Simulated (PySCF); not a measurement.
2,4-difluoropyridine, C₅H₃F₂N.
Numbering: `[F:1][c:2]1[cH:3][cH:4][n:5][c:6]([F:7])[cH:8]1` (hydrogens: H9 on C3; H10 on C4; H11 on C8)

Computed, not measured: PBE0-D3(BJ)/def2-SVP geometry optimisation, gas phase in PySCF.

Task: List the bond lengths and angles at this level.

Result: 
| bond | length (Å) | order |
| --- | --- | --- |
| F1–C2 | 1.323 | single |
| C2–C3 | 1.393 | aromatic |
| C3–C4 | 1.390 | aromatic |
| C4–N5 | 1.333 | aromatic |
| N5–C6 | 1.309 | aromatic |
| C6–F7 | 1.323 | single |
| C6–C8 | 1.395 | aromatic |
| C2–C8 | 1.386 | aromatic |
| C3–H9 | 1.090 | single |
| C4–H10 | 1.095 | single |
| C8–H11 | 1.090 | single |

Orders are formal, as drawn. A selection of angles:
| angle | degrees |
| --- | --- |
| F1–C2–C3 | 119.8 |
| F1–C2–C8 | 119.5 |
| C3–C2–C8 | 120.7 |
| C2–C3–C4 | 116.9 |
| C3–C4–N5 | 123.7 |
| C4–N5–C6 | 117.3 |
| N5–C6–F7 | 116.7 |
| N5–C6–C8 | 125.5 |
| F7–C6–C8 | 117.8 |
| C2–C8–C6 | 115.8 |

The 2 C–N bonds span 1.309 Å (N5–C6, aromatic) to 1.333 Å (C4–N5, aromatic), a spread of 0.024 Å. The 8 heavy atoms lie in one plane (0.000 Å rms). The 6-membered ring C2–C3–C4–N5–C6–C8 has internal angles of 115.8° to 125.5°; it is planar, 0.00 Å rms from its mean plane, widest ring torsion 0°.

Point group: Cs (tolerance 0.08 Å). Whether it is a minimum is left open (no frequencies).
